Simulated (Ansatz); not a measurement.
Computed with Ansatz on PBE0-D4/def2-TZVP structures; ΔE is electronic, products minus reactants. CCSD(T)/CBS adds triple-zeta CCSD(T) − MP2 to the extrapolated MP2 energy (def2 sets, frozen cores). This one scheme is used for every species. DFT in def2-TZVPP. For Ge outer-core shells are correlated without core-valence functions, which leaves a few kJ/mol of doubt a bond. Scalar relativity is left out up to krypton. One conformer a species, not always the lowest.

Consider the germylene formation by 1,1-elimination: `[CH3][GeH]([NH2])[Cl]` → CH₄ + `[NH2][Ge][Cl]`.

`[CH3][GeH]([NH2])[Cl]`:

Cartesian coordinates in Å:
```
C 1.204 -0.651 0.584
Ge -0.020 0.632 -0.188
N -1.398 -0.246 -0.995
Cl -0.711 1.891 1.459
H 0.679 -1.264 1.317
H 1.609 -1.294 -0.198
H 2.020 -0.131 1.085
H 0.581 1.603 -1.212
H -2.070 0.352 -1.456
H -1.895 -0.892 -0.397
```

CH₄:

Cartesian coordinates in Å:
```
C 0.000 0.000 0.000
H -0.772 -0.524 0.563
H 0.488 -0.695 -0.683
H 0.738 0.409 0.690
H -0.453 0.810 -0.570
```

`[NH2][Ge][Cl]`:

```xyz
5

N     0.286    0.340   -0.540
Ge    0.490    0.086    1.241
Cl   -1.236   -1.274    1.469
H    -0.443   -0.084   -1.094
H     0.903    0.931   -1.075
```

CCSD(T)/CBS gives +0.30 eV.

Another level gave +0.15 eV. Which?
A. SCS-MP2/def2-TZVPP
B. LC-ωPBE/def2-TZVPP
C. B2PLYP/def2-TZVPP
D. RPA@PBE/def2-TZVPP

C. B2PLYP 0.15, SCS-MP2/def2-TZVPP 0.42, RPA@PBE/def2-TZVPP 0.32, LC-ωPBE 0.48 eV.

Largest T1 diagnostic among the species: 0.013.

The D4 term adds +0.12 eV with B3LYP and +0.07 eV with PBE0; it sums over pairs of atoms, weighted by their polarisabilities, and B3LYP, whose exchange is more repulsive, gets the larger term. In def2-TZVPP, CCSD(T) changes the Hartree–Fock value by +0.20 eV (the triples alone add +0.00 eV) and MP2 by +0.29 eV.

B3LYP here is the variant with VWN-RPA as its local correlation; programs differ in this.
